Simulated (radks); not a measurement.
Initial-state core-level shifts of the mercury ion Hg+ when its valence configuration changes from [Xe] 4f14 5d10 6s1. Calculated with a radial shooting solver on a logarithmic mesh with Libxc functionals: scalar-relativistic Kohn-Sham, LDA (Slater exchange, Perdew-Wang correlation), spin-polarised, spherical densities, point nucleus; open shells are filled with parallel spins first (spin-orbit coupling, left out, can overturn this in heavy ions). Shifts are changes of the shell-averaged eigenvalues in eV (positive: less bound).

| valence | 2p | 3p | 4d | 5p |
|---|---|---|---|---|
| 4f13 5d10 6s1 6p1 | -19.750 | -21.922 | -18.165 | -8.231 |
| 4f14 5d9 6s1 6p1 | -5.545 | -5.503 | -5.470 | -5.032 |
| 4f13 5d10 6s2 | -18.009 | -20.163 | -16.399 | -6.469 |
| 4f13.5 5d10 6s1 6p0.5 | -9.750 | -10.826 | -8.999 | -4.088 |
| 4f12 5d10 6s2 6p1 | -38.895 | -43.294 | -35.358 | -15.074 |
| 4f12.5 5d10 6s2 6p0.5 | -28.343 | -31.610 | -25.813 | -10.758 |
| 4f14 5d9 6s2 | -3.851 | -3.792 | -3.753 | -3.325 |
| 4f14 5d10 6p1 | -1.832 | -1.848 | -1.854 | -1.858 |
| 4f14 5d9.5 6s1.5 | -1.901 | -1.873 | -1.856 | -1.650 |
